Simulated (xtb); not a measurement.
xtb input (GFN2-xTB):

```bash
xtb mol.xyz --gfn 2 --ohess tight --chrg -1 --uhf 0
```
mol.xyz:
```
6

O     -1.08282957    -0.40178914    -1.24185558
Si    -0.11686151    -0.00676595    -0.15645722
O      1.54193661    -0.21867330    -0.50678811
F     -0.23733182    -0.89879412     1.28599388
F     -0.16931515     1.46324603     0.44053397
H      2.05599322     0.08620929     0.21527519
```

Output:

```
           -------------------------------------------------
          |                Calculation Setup                |
           -------------------------------------------------

           -------------------------------------------------
          |                 G F N 2 - x T B                 |
           -------------------------------------------------

        Reference                      10.1021/acs.jctc.8b01176
      * Hamiltonian:
        H0-scaling (s, p, d)           1.850000    2.230000    2.230000
        zeta-weighting                 0.500000
      * Dispersion:
        s8                             2.700000
        a1                             0.520000
        a2                             5.000000
        s9                             5.000000
      * Repulsion:
        kExp                           1.500000    1.000000
        rExp                           1.000000
      * Coulomb:
        alpha                          2.000000
        third order                    shell-resolved
        anisotropic                    true
        a3                             3.000000
        a5                             4.000000
        cn-shift                       1.200000
        cn-exp                         4.000000
        max-rad                        5.000000

          ...................................................
          :                      SETUP                      :
          :.................................................:
          :  # basis functions                  27          :
          :  # atomic orbitals                  26          :
          :  # shells                           12          :
          :  # electrons                        32          :
          :  max. iterations                   250          :
          :  Hamiltonian                  GFN2-xTB          :
          :  restarted?                      false          :
          :  GBSA solvation                  false          :
          :  PC potential                    false          :
          :  electronic temp.          300.0000000     K    :
          :  accuracy                    1.0000000          :
          :  -> integral cutoff          0.2500000E+02      :
          :  -> integral neglect         0.1000000E-07      :
          :  -> SCF convergence          0.1000000E-05 Eh   :
          :  -> wf. convergence          0.1000000E-03 e    :
          :  Broyden damping             0.4000000          :
          :  net charge                         -1          :
          :  unpaired electrons                  0          :
          ...................................................

 iter      E             dE          RMSdq      gap      omega  full diag
   1    -20.3151221 -0.203151E+02  0.846E+00   11.23       0.0  T
   2    -20.3669855 -0.518634E-01  0.594E+00    9.41       1.0  T
   3    -20.3694659 -0.248042E-02  0.304E+00    9.64       1.0  T
   4    -20.3659841  0.348174E-02  0.151E+00    9.02       1.0  T
   5    -20.3714118 -0.542765E-02  0.541E-01    9.71       1.0  T
   6    -20.3726785 -0.126670E-02  0.181E-01    9.49       1.0  T
[...]
           -------------------------------------------------

      molecular mass/u    :       99.0890556
   center of mass at/Å    :       -0.0154099       0.0068457       0.0024890
  moments of inertia/u·Å² :        0.1162414E+03   0.1258659E+03   0.1290927E+03
rotational constants/cm⁻¹ :        0.1450226E+00   0.1339332E+00   0.1305855E+00

 * 3 selected distances

     #   Z          #   Z                                           value/Å
     1   8 O        2  14 Si                                      1.5204520
     2  14 Si       3   8 O                                       1.6578210 (max)
     3   8 O        6   1 H                                       0.9537204 (min)

 * 2 distinct bonds (by element types)

   Z      Z             #   av. dist./Å        max./Å        min./Å
   1 H    8 O           1     0.9537204     0.9537204     0.9537204
   8 O   14 Si          2     1.5891365     1.6578210     1.5204520

           -------------------------------------------------
          |               Frequency Printout                |
           -------------------------------------------------
 projected vibrational frequencies (cm⁻¹)
eigval :       -0.00    -0.00    -0.00     0.00     0.00     0.00
eigval :      193.47   230.47   279.27   316.14   335.63   345.31
eigval :      664.38   677.27   781.85   914.33  1339.75  3686.27
 reduced masses (amu)
   1: 16.64   2: 20.38   3: 19.76   4: 19.31   5: 18.44   6: 18.32   7: 11.63   8: 17.37
   9:  9.22  10: 18.51  11: 19.70  12: 18.37  13: 20.18  14: 23.25  15: 20.14  16:  3.25
  17: 20.92  18:  1.88
 IR intensities (km·mol⁻¹)
Molecule has the following symmetry elements: (sigma)
It seems to be the Cs point group
   1:  4.05   2:  8.05   3:  6.40   4: 14.85   5:  3.62   6:  3.67   7: 36.22   8:  0.43
   9: 15.72  10: 35.17  11: 94.03  12:144.64  13: 89.87  14:333.06  15:266.09  16:188.27
  17:369.89  18:  1.76
 Raman intensities (Ä⁴*amu⁻¹)
   1:  0.00   2:  0.00   3:  0.00   4:  0.00   5:  0.00   6:  0.00   7:  0.00   8:  0.00
   9:  0.00  10:  0.00  11:  0.00  12:  0.00  13:  0.00  14:  0.00  15:  0.00  16:  0.00
  17:  0.00  18:  0.00
 output can be read by thermo (or use thermo option).
 writing <g98.out> molden fake output.
 recommended (thermochemical) frequency scaling factor: 1.0
           -------------------------------------------------
          |             Thermodynamic Functions             |
           -------------------------------------------------

cs  symmetry found (for desy threshold:  0.10E+00) used in thermo

          ...................................................
          :                      SETUP                      :
          :.................................................:
          :  # frequencies                          12      :
          :  # imaginary freq.                       0      :
          :  linear?                             false      :
          :  only rotor calc.                    false      :
          :  symmetry                               cs      :
          :  rotational number                       1      :
          :  scaling factor                  1.0000000      :
          :  rotor cutoff                   50.0000000 cm⁻¹ :
          :  imag. cutoff                  -20.0000000 cm⁻¹ :
          :.................................................:

    mode    ω/cm⁻¹     T·S(HO)/kcal·mol⁻¹    T·S(FR)/kcal·mol⁻¹   T·S(vib)
   ------------------------------------------------------------------------
       1    193.47    -0.65423 ( 99.56%)    -0.65550 (  0.44%)    -0.65424
       2    230.47    -0.55911 ( 99.78%)    -0.60369 (  0.22%)    -0.55921
       3    279.27    -0.45860 ( 99.90%)    -0.54683 (  0.10%)    -0.45869
   ------------------------------------------------------------------------

   temp. (K)  partition function   enthalpy   heat capacity  entropy
                                   cal/mol     cal/K/mol   cal/K/mol   J/K/mol
 298.15  VIB   7.33                 1927.147     13.244     10.423
         ROT  0.105E+06              888.752      2.981     25.957
         INT  0.769E+06             2815.899     16.225     36.379
         TR   0.954E+27             1481.254      4.968     39.673
         TOT                        4297.1528    21.1933    76.0522   318.2023

       T/K    H(0)-H(T)+PV         H(T)/Eh          T*S/Eh         G(T)/Eh
   ------------------------------------------------------------------------
    298.15    0.684795E-02    0.290923E-01    0.361348E-01   -0.704256E-02
   ------------------------------------------------------------------------

         :::::::::::::::::::::::::::::::::::::::::::::::::::::
         ::                  THERMODYNAMIC                  ::
         :::::::::::::::::::::::::::::::::::::::::::::::::::::
         :: total free energy         -20.301297139589 Eh   ::
         ::.................................................::
         :: total energy              -20.294254583460 Eh   ::
         :: zero point energy           0.022244334080 Eh   ::
         :: G(RRHO) w/o ZPVE           -0.029286890209 Eh   ::
         :: G(RRHO) contrib.           -0.007042556129 Eh   ::
         :::::::::::::::::::::::::::::::::::::::::::::::::::::

optimized geometry written to: xtbopt.xyz

           -------------------------------------------------
          | TOTAL ENERGY              -20.294254583460 Eh   |
          | TOTAL ENTHALPY            -20.265162300531 Eh   |
          | TOTAL FREE ENERGY         -20.301297139589 Eh   |
          | GRADIENT NORM               0.000265468550 Eh/α |
          | HOMO-LUMO GAP               9.524528992457 eV   |
           -------------------------------------------------

------------------------------------------------------------------------
Note: The following floating-point exceptions are signalling: IEEE_DENORMAL
normal termination of xtb
------------------------------------------------------------------------
 total:
 SCF:
 ANC optimizer:
 analytical hessian:
```

It need not be the lowest isomer of its formula. Whether it binds its extra electron was not tested at this geometry.
